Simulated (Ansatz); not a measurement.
Series CrX3: binding per atom (eV) at several levels, gas phase, relaxed structures; Ansatz. Binding counts from free atoms in the multiplicity of their measured ground term, without zero-point energy. Names give formal oxidation states. The structures are stationary points that may keep the symmetry of their start.

```tsv
species	state	geometry	PBE-D4/def2-TZVP	PBE-D4/def2-TZVPD	r2SCAN-D4/def2-TZVPD	PBE0-D4/def2-SVP	PBE0-D4/def2-TZVP	PBE0-D4/def2-TZVPD
CrCl3	quartet	B3LYP-D4/def2-SVP	2.87	2.86	2.73	2.54	2.60	2.60
CrF3	quartet	r2SCAN-D4/def2-TZVP	3.92	3.92	3.70	3.48	3.51	3.53
Cr(NH2)3 (CrN3H6)	quartet	r2SCAN-D4/def2-SVP	3.43	3.44	3.27	3.21	3.24	3.25
```
